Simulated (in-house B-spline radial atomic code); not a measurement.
Relativistic effects in As II (As+), [Ar] 3d10 4s2 4p2: non-relativistic Hartree-Fock (point nucleus) against Dirac-Hartree-Fock (Fermi nucleus of rms radius 4.0968 fm), both averages of the configuration, computed with a B-spline radial code for spherical atoms.

| orbital | ε NR (Eh) | ε Dirac (Eh) | <r> NR (bohr) | <r> Dirac (bohr) | change of <r> (%) |
| --- | --- | --- | --- | --- | --- |
| 1s1/2 | -432.96 | -439.58 | 0.04636 | 0.04548 | -1.9 |
| 2s1/2 | -56.685 | -58.175 | 0.206 | 0.2018 | -2.0 |
| 2p1/2 | -50.528 | -51.786 | 0.1788 | 0.1746 | -2.3 |
| 2p3/2 | -50.528 | -50.428 | 0.1788 | 0.1783 | -0.3 |
| 3s1/2 | -8.4032 | -8.6524 | 0.6059 | 0.5955 | -1.7 |
| 3p1/2 | -6.2525 | -6.4392 | 0.6204 | 0.6093 | -1.8 |
| 3p3/2 | -6.2525 | ? | 0.6204 | ? | ? |
| 3d3/2 | -2.4852 | -2.4584 | 0.6664 | 0.6665 | 0.0 |
| 3d5/2 | -2.4852 | -2.429 | 0.6664 | 0.6711 | +0.7 |
| 4s1/2 | -1.0056 | -1.0255 | 1.949 | 1.919 | -1.5 |
| 4p1/2 | -0.64987 | -0.6577 | 2.339 | 2.309 | -1.3 |
| 4p3/2 | -0.64987 | ? | 2.339 | ? | ? |

What happens to 4p3/2?

Its energy goes to -0.64587 hartree and <r> to 2.342 bohr (+0.11 %).

What happens to 3p3/2?

Its energy goes to -6.2433 hartree and <r> to 0.6191 bohr (-0.20 %).

What explains the pattern of contraction and expansion?

Expansion is seen in 3d5/2, 4p3/2. The s and p1/2 orbitals contract directly, screen the nucleus better, and so push out orbitals that have little density near the nucleus; spin-orbit coupling adds to this for j = l + 1/2 and opposes it for j = l - 1/2.

By how much does the total energy change?

By -25.271 hartree, from -2233.864 to -2259.135.
